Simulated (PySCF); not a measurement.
B3LYP has the VWN-RPA correlation part, as in Gaussian. 

```xyz
23

C      3.6038    -1.6102    -0.5687
C      2.5397    -0.9068    -0.1429
C      2.2185    -0.7047     1.2618
C      1.1260    -0.0982     1.7835
C     -0.0573     0.4207     1.0810
C     -0.7039     1.5688     1.5825
C     -1.8227     2.0977     0.9435
C     -2.3339     1.4816    -0.2030
C     -1.7365     0.3156    -0.7122
Si    -2.4412    -0.5571    -2.2235
C     -0.6067    -0.2007    -0.0561
H      4.2802    -2.1030     0.1373
H      3.8300    -1.7177    -1.6321
H      1.8911    -0.4290    -0.8829
H      2.9802    -1.0506     1.9700
H      1.1177     0.0557     2.8683
H     -0.3080     2.0532     2.4789
H     -2.3028     2.9955     1.3408
H     -3.2129     1.9067    -0.6949
H     -1.4019    -0.6985    -3.2863
H     -3.5843     0.2372    -2.7593
H     -2.9212    -1.9272    -1.8741
H     -0.1540    -1.1290    -0.4117
```

Charge 0, multiplicity 1.

Problem. Give the Mulliken and meta-Löwdin atomic charges from B3LYP-D3(BJ)/def2-TZVP // B3LYP-D3(BJ)/def2-SVP in PySCF.

Solution. 
```json
[
 {"atom": "C1", "Mulliken (e)": "-0.27", "meta-Löwdin (e)": "-0.25"},
 {"atom": "C2", "Mulliken (e)": "-0.11", "meta-Löwdin (e)": "-0.10"},
 {"atom": "C3", "Mulliken (e)": "-0.07", "meta-Löwdin (e)": "-0.11"},
 {"atom": "C4", "Mulliken (e)": "-0.21", "meta-Löwdin (e)": "-0.12"},
 {"atom": "C5", "Mulliken (e)": "0.23", "meta-Löwdin (e)": "0.01"},
 {"atom": "C6", "Mulliken (e)": "-0.18", "meta-Löwdin (e)": "-0.11"},
 {"atom": "C7", "Mulliken (e)": "-0.12", "meta-Löwdin (e)": "-0.11"},
 {"atom": "C8", "Mulliken (e)": "-0.16", "meta-Löwdin (e)": "-0.11"},
 {"atom": "C9", "Mulliken (e)": "0.05", "meta-Löwdin (e)": "-0.22"},
 {"atom": "Si10", "Mulliken (e)": "0.24", "meta-Löwdin (e)": "0.50"},
 {"atom": "C11", "Mulliken (e)": "-0.33", "meta-Löwdin (e)": "-0.11"},
 {"atom": "H12", "Mulliken (e)": "0.11", "meta-Löwdin (e)": "0.11"},
 {"atom": "H13", "Mulliken (e)": "0.12", "meta-Löwdin (e)": "0.12"},
 {"atom": "H14", "Mulliken (e)": "0.14", "meta-Löwdin (e)": "0.12"},
 {"atom": "H15", "Mulliken (e)": "0.10", "meta-Löwdin (e)": "0.11"},
 {"atom": "H16", "Mulliken (e)": "0.11", "meta-Löwdin (e)": "0.12"},
 {"atom": "H17", "Mulliken (e)": "0.11", "meta-Löwdin (e)": "0.11"},
 {"atom": "H18", "Mulliken (e)": "0.11", "meta-Löwdin (e)": "0.12"},
 {"atom": "H19", "Mulliken (e)": "0.11", "meta-Löwdin (e)": "0.11"},
 {"atom": "H20", "Mulliken (e)": "-0.06", "meta-Löwdin (e)": "-0.10"},
 {"atom": "H21", "Mulliken (e)": "-0.06", "meta-Löwdin (e)": "-0.10"},
 {"atom": "H22", "Mulliken (e)": "-0.05", "meta-Löwdin (e)": "-0.10"},
 {"atom": "H23", "Mulliken (e)": "0.16", "meta-Löwdin (e)": "0.11"}
]
```
